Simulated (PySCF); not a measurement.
# Substituent effects on chemical shifts

Parent skeleton `[CH2:1]=[CH:2][CH2:3][SiH2:4][CH2:5][O:6][SiH3:7]`; one hydrogen on atom 1 is replaced by X. Hydrogens on one atom are averaged.

All values are calculated (PySCF 2.14.0 with density-fitted response routines): geometry: GFN2-xTB, shielding tensors at PBE0/pcSseg-1 (GIAO). Single conformer, rapidly exchanging positions averaged, isolated molecule, non-relativistic Hamiltonian.

Chemical shifts δ = σref − σ; ¹³C, ²⁹Si, ¹H against TMS; H2O for ¹⁷O, all at this level.

Parent (X = H): C1 121.1, C2 143.0, C3 19.4, Si4 -46.0, C5 53.1, O6 -13.2, Si7 -33.3, H(C1) 5.38, H(C2) 6.13 ppm. Effects are Δδ = δ(X) − δ(H), positive for deshielding.

Question: Give Δδ (ppm) for X = Cl, F, CN, CH3, ethynyl.

Answer: 
```
      X                   SMILES     C1     C2     C3   Si4    C5     O6   Si7  H(C1)  H(C2)
     Cl   [SiH3]OC[SiH2]C/C=C/Cl   +7.2   -5.4   -1.7  +8.6  +3.7   +1.4  +1.5  +0.68  -0.03
      F    F/C=C/C[SiH2]CO[SiH3]  +38.1  -29.5  -10.3  +0.5  +0.7   -5.1  +1.1  +1.56  -0.55
     CN  N#C/C=C\C[SiH2]CO[SiH3]  -18.9  +22.5   +4.2  +5.3  +4.1  +10.6  +0.3  -0.16  +0.98
    CH3    C/C=C\C[SiH2]CO[SiH3]   +9.2  -10.1   -4.7  +4.0  +2.3   -5.0  +0.0  +0.21  -0.31
ethynyl  C#C/C=C\C[SiH2]CO[SiH3]   -7.5  +10.1   -0.8  +2.7  +0.1   +0.6  -1.0  +0.34  +0.28
```

Question: Which position responds most, and to which substituents?

Answer: C1: from -18.9 ppm with CN to +38.1 ppm with F.

Experimental scales use liquid or dissolved standards, which lie at an offset from isolated H2O (liquid H2O: subtract about 36 ppm).
